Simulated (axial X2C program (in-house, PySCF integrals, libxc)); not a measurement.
HfOH: properties at the nuclei

Calculated with an axial X2C code built on PySCF integrals: two-component X2C with atomic mean-field Coulomb and Gaunt terms, Gaussian nuclei, basis Hf dyall-v3z, O dyall-av3z, H dyall-v3z with contracted cores.

Hf–O–H held linear, with bonds 1.858 and 0.953 Å (near the PBE0 minimum at charge 0 of the determinant lowest at the starting distance; the state shown can have its own minimum elsewhere, held linear; other orders of the atoms were not compared).

Determinant lowest in the PBE0 search, Ω = 3/2 (⟨Sz⟩ = -0.49, ⟨Lz⟩ = 1.99 at PBE0), spin on the atoms Hf -0.50, O 0.02, H 0.00:

```tsv
level	Eeff magnitude (GV/cm)	Ws magnitude Hf (kHz)	A∥/gI Hf (MHz)	qzz Hf (a.u.)	A∥/gI O (MHz)	qzz O (a.u.)	A∥/gI H (MHz)	qzz H (a.u.)	μ (D)
PBE0	15.4	9.92	482	-4.07	12.4	1.20	0.788	0.51	1.04
HF	76.2	49.8	-203	-5.07	11.2	1.24	0.806	0.50	1.63
B3LYP	9.73	6.46	555	-3.80	10.1	1.21	0.726	0.50	0.81
```

Determinant 0.35 eV from it at PBE0 and this distance, Ω = 5/2 (⟨Sz⟩ = 0.50, ⟨Lz⟩ = 2.00 at PBE0), spin on the atoms Hf 0.52, O -0.02, H 0.00:

```
level  Eeff magnitude (GV/cm)  Ws magnitude Hf (kHz)  A∥/gI Hf (MHz)  qzz Hf (a.u.)  A∥/gI O (MHz)  qzz O (a.u.)  A∥/gI H (MHz)  qzz H (a.u.)  μ (D)
 PBE0                    14.3                   5.34             334          -4.34          -5.88          1.20          0.404          0.50   1.04
   HF                    56.5                   21.3             619          -6.43          -12.2          1.23          0.261          0.50   1.74
B3LYP                       9                    3.4             304          -4.07          -4.16          1.21          0.451          0.50   0.82
```

Eeff is the effective electric field on the electron electric dipole moment in this Ω state and Ws the scalar–pseudoscalar constant of the nucleus named (defined with the proton number Z and per Ω); A∥ (defined per Ω) follows by multiplying with gI = μI/(I μN); qzz is the electric field gradient, eQq0 = 234.96 MHz × Q/barn × qzz; μ is positive if the H end (last atom) is positive. The operators were transformed with the bare-nucleus X2C matrices; with these basis sets, hyperfine constants and field gradients can be off by tens of per cent, and where levels differ in sign neither size nor sign is settled.

Task: With Q(177Hf) = 3.365 barn, gI(17O) = -0.7575, Q(17O) = -0.02558 barn, gI(1H) = 5.5857 (g factors from the IAEA table of nuclear moments by Stone; Q from Pyykkö, Mol. Phys. 2018), turn the PBE0 values of the first state into constants in MHz.

Result: eQq0(177Hf) = 234.96 × (3.365) × (-4.07) = -3220 MHz; A∥(17O) = 12.4 × -0.7575 = -9.39 MHz; eQq0(17O) = 234.96 × (-0.02558) × (1.20) = -7.21 MHz; A∥(1H) = 0.788 × 5.5857 = 4.4 MHz.

The molecule was held linear; bending was not examined, so a bent shape may lie lower.

Each state is one determinant with collinear spin. Unrestricted Hartree–Fock can overshoot spin polarisation at the nuclei. Where Eeff spreads by more than a factor of two the levels disagree and none is to be relied on. The search compared states at one distance, so a state with another bond length can lie lower. Where a field gradient or hyperfine factor spreads by more than a factor of two over the levels, a constant derived from it is not to be relied on. PBE0 term energies can be off by some tenths of an eV.
